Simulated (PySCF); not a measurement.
CH$_{3}$Si (SMILES [CH]=[SiH2]), doublet, geometry from GFN2-xTB; PySCF with BLYP/6-31G*.

The PySCF input:
```python
from pyscf import gto, scf, dft

mol = gto.Mole()
mol.atom = '''
    C     1.17235399   -0.51759579    0.06293167
    Si   -0.45520809    0.16575315   -0.02265336
    H     2.03284901    0.15627040    0.05580559
    H    -1.16628321    1.45656207   -0.11024969
    H    -1.52777651   -0.82780188   -0.00599886
'''
mol.basis = '6-31g*'
mol.spin = 1
mol.verbose = 3
mol.build()

mf = dft.UKS(mol)
mf.xc = 'blyp'
mf.kernel()
mf.analyze()
```

What the program printed (banner, timings and long lists left out):

```
converged SCF energy = -329.190241186733  <S^2> = 0.77494336  2S+1 = 2.0247897
**** MO energy ****
                             alpha | beta                alpha | beta
MO #1   energy= -65.4795571649254  | -65.4797692531293  occ= 1 | 1
MO #2   energy= -9.95852846989394  | -9.94478794431141  occ= 1 | 1
MO #3   energy= -5.06502245464657  | -5.06524997791847  occ= 1 | 1
MO #4   energy= -3.485079709741    | -3.48611594194453  occ= 1 | 1
MO #5   energy= -3.4830434907836   | -3.48307080134416  occ= 1 | 1
MO #6   energy= -3.4813817265318   | -3.48129862620292  occ= 1 | 1
MO #7   energy= -0.593913633293123 | -0.568562807721668 occ= 1 | 1
MO #8   energy= -0.45746758983937  | -0.452109938934899 occ= 1 | 1
MO #9   energy= -0.349364364074942 | -0.338099527610065 occ= 1 | 1
MO #10  energy= -0.302238878856539 | -0.29678975668561  occ= 1 | 1
MO #11  energy= -0.241084041151951 | -0.190393474703503 occ= 1 | 1
MO #12  energy= -0.203823733779676 | -0.158942546494275 occ= 1 | 0
MO #13  energy= -0.0705693547821706 | -0.0602645330381364 occ= 0 | 0
MO #14  energy= -0.0100476135085921 | 0.00187387343904932 occ= 0 | 0
MO #15  energy= 0.0759275409228151 | 0.076108696233578  occ= 0 | 0
MO #16  energy= 0.0796005743579649 | 0.0916993074250163 occ= 0 | 0
MO #17  energy= 0.131529000885616  | 0.133879357845138  occ= 0 | 0
MO #18  energy= 0.15513371087603   | 0.159939513228423  occ= 0 | 0
MO #19  energy= 0.222552276009062  | 0.223511618745819  occ= 0 | 0
MO #20  energy= 0.227503399152381  | 0.226696172493598  occ= 0 | 0

To work with the spin densities directly, `use mulliken_meta_spin()` only printing them here.

 ** Mulliken spin pop alpha/beta on meta-lowdin orthogonal AOs **
 ** Mulliken Spin Density (per atom)  **
spin density of  0 C =      1.06876
spin density of  1 Si =     -0.14257
spin density of  2 H =     -0.00814
spin density of  3 H =      0.07323
spin density of  4 H =      0.00871
 ** Mulliken pop alpha/beta on meta-lowdin orthogonal AOs **
 ** Mulliken atomic charges   ( Nelec_alpha | Nelec_beta ) **
charge of  0C =     -0.33520  (     3.70198      2.63322 )
charge of  1Si =      0.32587  (     6.76578      6.90835 )
charge of  2H =      0.12673  (     0.43257      0.44070 )
charge of  3H =     -0.04082  (     0.55703      0.48379 )
charge of  4H =     -0.07658  (     0.54265      0.53393 )
Dipole moment(X, Y, Z, Debye): -0.13076,  1.24247, -0.06696
```
